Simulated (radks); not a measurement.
Rh, configuration [Kr] 4d8 5s1. Calculated with a radial shooting solver on a logarithmic mesh with Libxc functionals: scalar-relativistic Kohn-Sham, PBEsol, spin-polarised, spherical densities, point nucleus; open shells are filled with parallel spins first (spin-orbit coupling, left out, can overturn this in heavy ions). Some entries of the table are withheld. Estimate them.

orbital  occ.  eigenvalue (eV)  <1/r> (bohr^-1)
1s up       1        -23025.31            47.03
1s down     1        -23025.29            47.03
2s up       1        -3338.324            10.65
2s down     1        -3338.037            10.65
2p up       3        -2992.340            10.32
2p down     3        -2992.119            10.32
3s up       1        -596.2095            3.708
3s down     1        -596.0333            3.708
3p up       3        -482.5092            3.532
3p down     3        -482.3129            3.532
3d up       5        -300.5918            3.306
3d down     5        -300.3115            3.306
4s up       1         -82.8825            1.401
4s down     1         -81.6338            1.404
4p up       3         -50.8666            1.251
4p down     3         -49.5417            1.254
4d up       5              (1)           0.8632
4d down     3              (2)           0.8652
5s up       1          -4.8094           0.3988
5s down     0          -3.4895           0.3831
5p up       0          -1.0745           0.2617

Answer. 
(1) 4d up eigenvalue (eV): -6.5112
(2) 4d down eigenvalue (eV): -5.0301
